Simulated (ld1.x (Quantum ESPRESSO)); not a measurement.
## cobalt: one change to a PAW potential, before and after

ld1.x (Quantum ESPRESSO) 7.5 input, shortened:

```
&input
   title='Co', zed=27., rel=1, dft='PBESOL', iswitch=3,
   config='[Ar] 3d7 4s1.5 4p0'
 /
 &inputp
   pseudotype=3, lpaw=.true., tm=.true., lloc=-1, rcloc=1.45,
   nlcc=.true., new_core_ps=.true., rcore=1.00,
   which_augfun='PSQ', rmatch_augfun_nc=.true.
 /
6
4S  1  0   1.50   0.00  1.90  2.20  0.0
4S  1  0   0.00   2.25  1.90  2.20  0.0
4P  2  1   0.00   0.00  1.60  2.10  0.0
4P  2  1   0.00   1.15  1.60  2.10  0.0
3D  3  2   7.00   0.00  1.30  1.45  0.0
3D  3  2   0.00   1.25  1.30  1.45  0.0
 &test
   configts(1)='3d7 4s1.5 4p0'
 /
```

All-electron outer shells of the reference configuration (PBEsol, scalar-relativistic, ld1.x):

```
shell  level (eV)  outermost node (bohr)  outermost maximum (bohr)
   3p      -69.73                   0.28                      0.68
   3d      -12.42                      –                      0.66
   4s       -9.01                   0.96                      2.26
   4p       -4.18                   1.05                      2.94
```

Change: all radii but the core radius scaled by about 0.95 (s 2.08, p 1.98, d 1.38 bohr, rcut 1.80/1.52/1.24); local potential all-electron potential smoothed inside 1.38 bohr (lloc = -1).

Cutoffs: the cutoffs (Ry, on a coarse ladder) from which the occupation-weighted sum of valence levels, in a spherical-Bessel basis at the reference potential, stays within 10 and 1 mRy of its value at 400 Ry; they do not see the model core or the augmentation charge, which bear on the density cutoff. Errors are all-electron minus pseudo energies relative to the spin-unpolarised reference configuration.

Question: How do hardness, ghosts and transferability respond?

Answer: The potential gets neither clearly harder nor softer (50 Ry and 90 Ry → 55 Ry and 90 Ry); a bound ghost appears in p, which as a rule spoils a file; the errors of the 7 common tests hardly move.

| quantity | base | changed |
| --- | --- | --- |
| cutoff, loose | 50 Ry | 55 Ry |
| cutoff, tight | 90 Ry | 90 Ry |
| loose cutoff by channel (10 mRy a level) | s 6 Ry, d 40 Ry | s 6 Ry, d 45 Ry |
| bound ghosts | none | p |
| error for 3d7 4s2 4p0, meV [ΔE -3.61 eV] | +0.1 | +0.1 |
| error for 3d7 4s1 4p0, meV [ΔE 5.43 eV] | -0.9 | -0.9 |
| error for 3d7 4s0 4p0, meV [ΔE 22.13 eV] | -8.6 | -8.3 |
| error for 3d6 4s2 4p1, meV [ΔE 6.08 eV] | -146 | -160 |
| error for 3d7 4s1 4p1, meV [ΔE 0.77 eV] | -0.1 | -0.1 |
| error for 3d8 4s0 4p0, meV [ΔE 2.81 eV] | -101 | -101 |
| error for 3d6 4s0 4p0, meV [ΔE 57.97 eV] | -255 | -255 |
| lowest overlap eigenvalue by channel | s 0.44, p 0.63, d 0.42 | s 0.44, p 0.69, d 0.69 |

 A true bound ghost makes a file unfit for plane-wave use even where its test errors are small: the radial tests pick states by their node count and pass the ghost by.
